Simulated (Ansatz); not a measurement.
`C=[N][AlH][SiH2]Br` + H₂Se → `[SeH][SiH2]Br` + `C=[N][AlH2]` at 600 K and 1 bar (cleavage of the Si–Al bond).

Program: Ansatz. Geometries: PBE0-D4/def2-TZVP. ΔE: electronic, gas phase. CBS: MP2 limit from def2 TZ/QZ plus the TZ coupled-cluster correction, frozen cores. For Br, Se outer-core shells are correlated without core-valence functions, which leaves a few kJ/mol of doubt a bond. Scalar relativity is left out up to krypton. One conformer a species, not always the lowest.

| species | CCSD(T)/CBS energy (Eh) | H − E (kJ/mol) | S (J/(mol·K)) |
| --- | --- | --- | --- |
| `C=[N][AlH][SiH2]Br` | -3200.20880 | 214.4 | 500.2 |
| H₂Se | -2401.89790 | 57.0 | 244.8 |
| `[SeH][SiH2]Br` | -5264.97418 | 113.9 | 393.2 |
| `C=[N][AlH2]` | -337.15304 | 155.6 | 339.9 |

H − E and S are ideal-gas, rigid-rotor, harmonic terms from PBE0-D4/def2-TZVP, for one conformer and one mirror image of each species. 1 Eh = 2625.50 kJ/mol, R = 8.31446 J/(mol·K).

**Question.** By hand: ΔE, ΔH, ΔS and ΔG.

**Answer.** ΔE = (-5264.97418) + (-337.15304) − (-3200.20880) − (-2401.89790) = -0.02052 Eh = -53.9 kJ/mol. Δ(H − E) = 113.9 + 155.6 − 214.4 − 57.0 = -1.9, so ΔH = -55.8 kJ/mol. ΔS = 393.2 + 339.9 − 500.2 − 244.8 = -11.9 J/(mol·K). ΔG = -55.8 − 600 × (-11.9)/1000 = -48.7 kJ/mol.

**Question.** By hand: the equilibrium constant, and the temperature at which ΔG would vanish if ΔH and ΔS stayed fixed.

**Answer.** log₁₀ K = −ΔG/(RT ln 10) = 4.2. ΔG = 0 at ΔH/ΔS = 4689 K, far beyond where these terms or the molecules hold.

The number of gas molecules stays the same, so ΔS is small and ΔH decides. A doubt of 5 kJ/mol in ΔE shifts log₁₀ K by 0.4 here. Other conformers and mirror images would add mixing entropy, several J/(mol·K) or more a flexible species. Modes under 60 cm⁻¹, often nearly free rotors, make the harmonic entropy too high. These are equilibria of isolated gas molecules and say nothing of rates. Largest T1 diagnostic: 0.015 (customary marks: 0.02 for closed shells, 0.045 for open ones).
